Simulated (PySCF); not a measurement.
An unknown is described by computed data only.

Formula: C5H4ClN.

| Item | Value |
| --- | --- |
| 13C NMR | chemical shifts (computed TMS as zero) by class: 159.6 (1 C), 148.3 (1 C), 135.2 (1 C), 124.7 (1 C), 119.8 (1 C) ppm [GIAO KT2/pcSseg-2] |
| Valence photoelectron | vertical ionisation energy: 9.50 eV [ΔSCF PBE0/def2-SVPD] |
| Triplet | lowest triplet excitation (Tamm–Dancoff): 4.08 eV [TDA PBE0/def2-SVPD] |
| UV, strongest line | among the 10 lowest singlet transitions: S9 at 7.15 eV (173 nm, f = 0.390) [TDDFT PBE0/def2-SVPD] |
| Polarisability | 77.2 au [PBE0/def2-SVPD] |
| Rotational structure | rotational constants A, B, C: 5.905, 1.636, 1.281 GHz [PBE0-D3(BJ)/def2-SVP] |
| XPS | Cl2p3/2 206.1, C1s 290.8, C1s 291.0, C1s 291.3, C1s 291.7, C1s 292.9, N1s 405.0, Cl1s 2828.7 eV [ΔSCF SCAN, pcX-2 on the ionised atom, pcseg-1 elsewhere, spin-free X2C, 2p3/2 from a spin–orbit splitting computed afterwards within the 2p shell] |

The electronic properties come from PySCF, for the isolated species, density fitting. Levels stand in brackets. Isolated species at its PBE0-D3(BJ)/def2-SVP geometry, gas phase. NMR classes are plain means over equivalent atoms (diastereotopic ones count apart unless rotation or inversion swaps them), as if these changed places fast.

Task: Give a SMILES that accounts for the data.

Result: Numbering: `[Cl:1][c:2]1[cH:3][cH:4][cH:5][cH:6][n:7]1`. Its formula, C5H4ClN, gives 4 degrees of unsaturation: 1 ring and 3 π bonds in the structure found (Kekulé form). 5 carbons fall into 5 classes; from least to most shielded: aromatic C–Cl carbon [C2] (159.6 ppm), aromatic CH next to a ring nitrogen [C6] (148.3 ppm), aromatic CH carbon [C4] (135.2 ppm), aromatic CH carbon [C3] (124.7 ppm), aromatic CH carbon [C5] (119.8 ppm). The core levels belong to: Cl2p3/2 206.1 eV, aryl chlorine [Cl1]; C1s 290.8 eV, aromatic CH carbon [C5]; C1s 291.0 eV, aromatic CH carbon [C3]; C1s 291.3 eV, aromatic CH carbon [C4]; C1s 291.7 eV, aromatic CH next to a ring nitrogen [C6]; C1s 292.9 eV, aromatic C–Cl carbon [C2]; N1s 405.0 eV, pyridine-type nitrogen [N7]; Cl1s 2828.7 eV, aryl chlorine [Cl1]. The hole state at 292.9 eV has ⟨S²⟩ = 0.85 against 0.75, so that value is less sure. The hole state at 291.3 eV has ⟨S²⟩ = 0.83 against 0.75, so that value is less sure. The hole state at 291.7 eV has ⟨S²⟩ = 0.84 against 0.75, so that value is less sure. The first electron is taken from the HOMO, whose largest Löwdin shares are 0.26 on the aryl chlorine, 0.18 on an aromatic CH carbon, 0.15 on the aromatic C–Cl carbon and 0.15 on an aromatic CH carbon. The optimised geometry has point group Cs and is an asymmetric top. Structure: 2-chloropyridine (`Clc1ccccn1`). Computed isomers that give other values at the same levels: `Clc1ccncc1` (vertical ionisation energy: 9.73 eV). The assignments are read from this structure; whether some other isomer fits the data as well wasn't checked.
